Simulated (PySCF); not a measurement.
BClGeH$_{2}$N (calculated)

Computed with PySCF 2.14.0. Calculation on a computer-drawn molecule: optimised geometry and harmonic frequencies of an isolated molecule of the commonest isotopes, restricted reference for singlets and unrestricted otherwise, frozen core in MP2; on germanium a core potential holds 10 electrons, which the energies leave out, and 3d is frozen in MP2 and coupled-cluster steps.

## BClGeH$_{2}$N

Start structure:
```xyz
6
BClGeH2N
Cl    -0.9196    -2.5700     2.6929
B     -0.5235    -1.8440     1.2522
N     -0.2204    -1.2892     0.1505
Ge     0.1849    -0.5402    -1.3280
H     -0.6644    -0.8263    -2.5394
H      1.3776     0.3798    -1.3687
```

| Item | Value |
| --- | --- |
| charge | 1 |
| multiplicity | 1 |
| method | MP2 |
| basis | cc-pV(D+d)Z |
| basis and core potential on germanium | cc-pVDZ-PP ECP10MDF |
| rotational constants | 140, 0.909, 0.9031 GHz |
| total energy | -833.4182 hartree |
| convergence status largest gradient component | 4.404e-05 hartree/bohr |

Drawn bonds:
```csv
atom,other atom,order
1,2,1
2,3,1
3,4,2
4,5,1
4,6,1
```

Optimised structure:
```xyz
6
BClGeH2N
Cl    -0.9254    -2.5814     2.7150
B     -0.5296    -1.8552     1.2747
N     -0.2209    -1.2890     0.1509
Ge     0.1907    -0.5296    -1.3493
H     -0.6734    -0.8276    -2.5585
H      1.3933     0.3929    -1.3733
```

Modes:
```csv
frequency (cm⁻¹),reduced mass (dalton)
50.2,6.558
81.35,11.41
356.9,11.37
391.2,11.83
397,32.91
628.2,1.135
677.9,1.069
874.4,1.046
1008,11.25
1903,12.09
2277,1.013
2312,1.029
```
